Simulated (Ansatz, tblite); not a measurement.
Removing and adding an electron: InN2. Charge 0, multiplicity 2. Geometry: r2SCAN-D4/def2-TZVP. Ansatz, gas phase; energy differences of separate SCF runs; the oxidised species is a singlet (the triplet lies 4.92 eV higher at PBE0-D4/def2-TZVP); the reduced species is a triplet (the singlet lies 0.38 eV higher at PBE0-D4/def2-TZVPD).

```xyz
3

In    1.6317   -0.6335   -0.6257
N    -0.9345    0.5126   -0.1951
N    -0.6971    0.1209    0.8208
```

In the def2 sets In takes a core potential; there is no spin–orbit coupling. The xTB rows come from tblite. Correlated methods freeze 6 core orbitals; core or outer-core shells of In are correlated, in sets that lack core-valence functions. The structure comes from a short search, and lower isomers may exist.

| level | −HOMO (eV) | vertical IE (eV) | −LUMO (eV) | vertical EA (eV) | HOMO–LUMO gap (eV) | IE − EA (eV) | remarks |
| --- | --- | --- | --- | --- | --- | --- | --- |
| GFN1-xTB | – | 9.12 | – | 2.44 | – | 6.68 | – |
| GFN2-xTB | – | 9.85 | – | 2.49 | – | 7.36 | – |
| HF/def2-TZVPP | – | 5.12 | – | – | – | – | – |
| PBE-D4/def2-TZVP | 3.15 | 5.85 | 2.68 | – | 0.47 | – | – |
| PBE-D4/def2-TZVPD | 3.17 | – | 2.69 | 0.44 | 0.48 | – | HOMO above zero (-1 triplet) |
| r2SCAN-D4/def2-TZVP | 3.37 | 5.92 | 2.50 | – | 0.88 | – | – |
| r2SCAN-D4/def2-TZVPD | 3.38 | – | 2.50 | 0.51 | 0.88 | – | HOMO above zero (-1 triplet) |
| PBE0-D4/def2-TZVP | 3.83 | 5.77 | 1.95 | – | 1.88 | – | – |
| PBE0-D4/def2-TZVPD | 3.84 | – | 1.95 | 0.43 | 1.88 | – | HOMO above zero (-1 triplet) |
| MP2/def2-TZVPP | – | 5.41 | – | – | – | – | – |
| CCSD/def2-TZVPP | – | 5.46 | – | – | – | – | – |
| CCSD(T)/def2-TZVPP | – | 5.49 | – | – | – | – | – |

   A HOMO above zero means that the electron is unbound at that level or that self-interaction error raises the level; the energy of removing that electron tells which. HOMO and LUMO are the levels of the spin that leaves or enters (xTB has no such levels and no spin-polarisation term). Other spin states of the ions may lie lower, which would lower the ionisation energy or raise the affinity. Raw xTB energy differences between charge states are shifted by several eV; the methods need an empirical correction for them.
